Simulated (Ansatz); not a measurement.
The cluster In₄Se₆ (the lowest singlet isomer of a short search), 10 atoms. Hardware: 4 threads of Arm Neoverse V2 on a shared host.

In the def2 sets In takes a core potential; there is no spin–orbit coupling.

Task: How many basis functions does each of these Ansatz runs have, and roughly what does it cost? PBE-D4/def2-SVP, charge 0 singlet, energy, from earlier orbitals; PBE-D4/def2-SVP, charge -1 doublet at the geometry of the charge 0 singlet, energy; r2SCAN-D4/def2-SVP, charge 0 triplet at the geometry of the charge 0 singlet, energy, from earlier orbitals; PBE-D4/def2-SVP, charge 0 triplet at the geometry of the charge 0 singlet, energy; r2SCAN-D4/def2-SVP, charge 0 singlet, energy, from earlier orbitals; PBE0-D4/def2-SVP, charge 0 singlet, energy and forces, from earlier orbitals; PBE-D4/def2-SVP, charge 0 singlet, relaxation, 16 steps; PBE-D4/def2-SVP, charge 1 doublet at the geometry of the charge 0 singlet, energy.

Result: Other jobs shared the machine, so times can vary by a factor of up to 3.

| run | functions | fitting or Cholesky vectors | wall time | peak host memory (GiB) |
| --- | --- | --- | --- | --- |
| PBE-D4/def2-SVP, charge 0 singlet, energy, from earlier orbitals | 296 | 3340 | 11 s | 0.95 |
| r2SCAN-D4/def2-SVP, charge 0 singlet, energy, from earlier orbitals | 296 | 3340 | 27 s | 1 |
| PBE-D4/def2-SVP, charge -1 doublet at the geometry of the charge 0 singlet, energy | 296 | 3340 | 28 s | 1.1 |
| PBE0-D4/def2-SVP, charge 0 singlet, energy and forces, from earlier orbitals | 296 | 3198 | 47 s | 2 |
| PBE-D4/def2-SVP, charge 1 doublet at the geometry of the charge 0 singlet, energy | 296 | 3340 | 48 s | 1.2 |
| PBE-D4/def2-SVP, charge 0 triplet at the geometry of the charge 0 singlet, energy | 296 | 3340 | 52 s | 1.1 |
| r2SCAN-D4/def2-SVP, charge 0 triplet at the geometry of the charge 0 singlet, energy, from earlier orbitals | 296 | 3340 | 89 s | 1.3 |
| PBE-D4/def2-SVP, charge 0 singlet, relaxation, 16 steps | 296 | 3340 | 2.2 min | 0.95 |
